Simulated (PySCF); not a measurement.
Mapped SMILES: `[CH2:1]=[CH:2][C@H:3]1[CH2:4][C:5]([SiH3:6])=[C:7]1[Cl:8]`. Each H is labelled by its parent atom. Ha(C4) is cis to C2 on the ring; Ha(C1) is cis to C3; Hb(C4) is trans to C2 on the ring; Hb(C1) is trans to C3.

PySCF 2.14 calculation with GFN2-xTB structure and shielding tensors at PBE0/pcSseg-1 (GIAO); no solvent, no relativistic terms, one conformer, rapidly exchanging positions averaged.

Question: List the cross peaks expected in HSQC, COSY and HMBC spectra.

Answer: 

HSQC (one-bond C–H):
```tsv
δH	δC
5.90 (H(C2))	147.9 (C2)
5.52 (Ha(C1))	124.6 (C1)
5.43 (Hb(C1))	124.6 (C1)
3.52 (H(C3))	61.7 (C3)
2.75 (Hb(C4))	37.9 (C4)
2.12 (Ha(C4))	37.9 (C4)
```

COSY cross peaks (H two or three bonds apart, from the bond graph; peaks can be absent where the dihedral angle is near 90°):
```tsv
δH	δH
5.90 (H(C2))	5.52 (Ha(C1))
5.90 (H(C2))	5.43 (Hb(C1))
5.90 (H(C2))	3.52 (H(C3))
5.52 (Ha(C1))	5.43 (Hb(C1))
3.52 (H(C3))	2.75 (Hb(C4))
3.52 (H(C3))	2.12 (Ha(C4))
2.75 (Hb(C4))	2.12 (Ha(C4))
```

HMBC (two and three bonds, from the bond graph):
```tsv
δH	δC
5.90 (H(C2))	163.8 (C7), 124.6 (C1), 61.7 (C3), 37.9 (C4)
5.52 (Ha(C1))	147.9 (C2), 61.7 (C3)
5.43 (Hb(C1))	147.9 (C2), 61.7 (C3)
4.11 (H(Si6))	163.8 (C7), 145.5 (C5), 37.9 (C4)
3.52 (H(C3))	163.8 (C7), 147.9 (C2), 145.5 (C5), 124.6 (C1), 37.9 (C4)
2.75 (Hb(C4))	163.8 (C7), 147.9 (C2), 145.5 (C5), 61.7 (C3)
2.12 (Ha(C4))	163.8 (C7), 147.9 (C2), 145.5 (C5), 61.7 (C3)
```

Scale: 1H, 13C against TMS (reference shieldings calculated alike).

Short H···H contacts in this conformer between protons four or more bonds apart (candidates for NOE cross peaks, intensity ∝ r⁻⁶): Ha(C1)···H(C3) 2.42 Å, H(C2)···Ha(C4) 2.59 Å.

Carbons that carry Cl, above all several Cl atoms, come out too deshielded, partly because spin–orbit coupling is missing. Shifts are as computed. Against solution values, carbons near 30 ppm lie about +3 ppm off and those near 130 ppm about +5 ppm; carbons on Cl a further +6 ppm. Of 1309 compounds with measured shifts, 239 miss one by over three times the rms of a fit or turn the order of signals round; such compounds aren't used in these exercises.
